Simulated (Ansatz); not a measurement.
Basis sets compared for Ge6Bi⁺ (the lowest singlet isomer of a short search). Total charge 1; singlet. Geometry PBE-D4/def2-SVP. Ansatz on 4 threads of Arm Neoverse V1 on a shared host; times are rough, and most runs start from earlier orbitals.

```tsv
atom	x (Å)	y (Å)	z (Å)
Bi1	-2.190	-0.352	1.029
Ge2	-0.523	1.018	-0.841
Ge3	-0.088	1.457	1.843
Ge4	-1.066	-1.643	-1.301
Ge5	1.345	-0.679	-1.728
Ge6	1.940	1.207	0.184
Ge7	0.581	-1.009	0.814
```

In the def2 sets Bi takes a core potential; there is no spin–orbit coupling. The structure comes from a short search, and lower isomers may exist.

```
           level  functions  energy (Eh)  HOMO (eV)  LUMO (eV)  wall time
 PBE-D4/def2-SVP        218  -12673.2586      -9.91      -8.14        6 s
PBE0-D4/def2-SVP        218  -12673.5134     -10.71      -7.59       15 s
```

(1) Estimate the rows for PBE-D4/def2-TZVP (with forces), PBE0-D4/def2-TZVP.

Results:

(1) 
```json
{"level": "PBE-D4/def2-TZVP (with forces)", "functions": "338", "energy (Eh)": "-12674.8395", "HOMO (eV)": "-9.82", "LUMO (eV)": "-8.06", "wall time": "14 s"}
{"level": "PBE0-D4/def2-TZVP", "functions": "338", "energy (Eh)": "-12675.0930", "HOMO (eV)": "-10.61", "LUMO (eV)": "-7.50", "wall time": "43 s"}
```
